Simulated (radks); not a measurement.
Species: Au+. Configuration: [Xe] 4f14 5d10 (the NIST ground configuration). Calculated with a radial shooting solver on a logarithmic mesh with Libxc functionals: Dirac Kohn-Sham, PBE, spin-unpolarised, spherical densities, finite nucleus; Fermi nuclear charge, rms radius 5.4371 fm.

Unscreened Slater integrals over Kohn-Sham orbitals (cm^-1). Large and small components are both included.

\begin{tabular}{lr}
integral & value \\ \hline
F0(5d5/2,5d5/2) & 124420 \\
F2(5d5/2,5d5/2) & 63145 \\
F4(5d5/2,5d5/2) & 41348 \\
F0(5d5/2,5d3/2) & 127090 \\
F2(5d5/2,5d3/2) & 64559 \\
G2(5d5/2,5d3/2) & 64464 \\
G4(5d5/2,5d3/2) & 42270 \\
F0(5d5/2,5p3/2) & 144540 \\
F2(5d5/2,5p3/2) & 69991 \\
G1(5d5/2,5p3/2) & 83982 \\
G3(5d5/2,5p3/2) & 51670 \\
F0(5d5/2,5p1/2) & 148430 \\
G3(5d5/2,5p1/2) & 46858 \\
F0(5d3/2,5d3/2) & 129950 \\
F2(5d3/2,5d3/2) & 66214 \\
F0(5d3/2,5p3/2) & 148790 \\
F2(5d3/2,5p3/2) & 73465 \\
G1(5d3/2,5p3/2) & 89851 \\
G3(5d3/2,5p3/2) & 55316 \\
F0(5d3/2,5p1/2) & 153090 \\
G1(5d3/2,5p1/2) & 82547 \\
F0(5p3/2,5p3/2) & 178880 \\
F2(5p3/2,5p3/2) & 96159 \\
F0(5p3/2,5p1/2) & 186900 \\
G2(5p3/2,5p1/2) & 97774 \\
F0(5p1/2,5p1/2) & 196510 \\
\end{tabular}
